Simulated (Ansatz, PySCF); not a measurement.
Species: trifluorosilane, sum formula SiHF3, charge 0, multiplicity 1. 
Structure (B3LYP-D3(BJ)/def2-TZVP (Ansatz, a program for electronic structure) minimum search):
```xyz
5

Si    -0.0378    -0.0056     0.3210
F     -0.6853     1.2966    -0.2933
F      1.4942    -0.0233    -0.0598
F     -0.7271    -1.2613    -0.3426
H     -0.2079    -0.0307     1.7674
```
Charge 0, spin multiplicity 1.

Property: atomisation energy (electronic, to ground-state atoms); the coupled-cluster value holds the core correlation from cc-pwCVTZ, in eV. Valence correlation only, unless marked. Open shells are spin-unrestricted. No spin-orbit coupling. Non-relativistic. Basis-set limits of correlation are two-point, X^-3; Hartree-Fock from the larger set (for Q and 5 zeta extrapolated as (X+1)exp(-9√X)).

Level to compare with: CCSD(T)/CBS(cc-pV(Q+d)Z,cc-pV(5+d)Z) plus the core term (Ansatz), 22.31 eV. It is a level with limits of its own, and the differences hold the functionals' basis error too.

**Question.** Rank these functionals by how close they come to CCSD(T)/CBS(cc-pV(Q+d)Z,cc-pV(5+d)Z), closest first: SVWN5/def2-TZVPD (Ansatz); PBE/def2-TZVPD (Ansatz); M06-2X/def2-TZVPD (PySCF); B3LYP/def2-TZVPD (Ansatz).

**Answer.** M06-2X/def2-TZVPD (hybrid meta-GGA, 22.14 eV, difference -0.17), PBE/def2-TZVPD (GGA, 21.95 eV, difference -0.36), B3LYP/def2-TZVPD (global hybrid, 21.58 eV, difference -0.73), SVWN5/def2-TZVPD (LDA, 25.00 eV, difference 2.69)
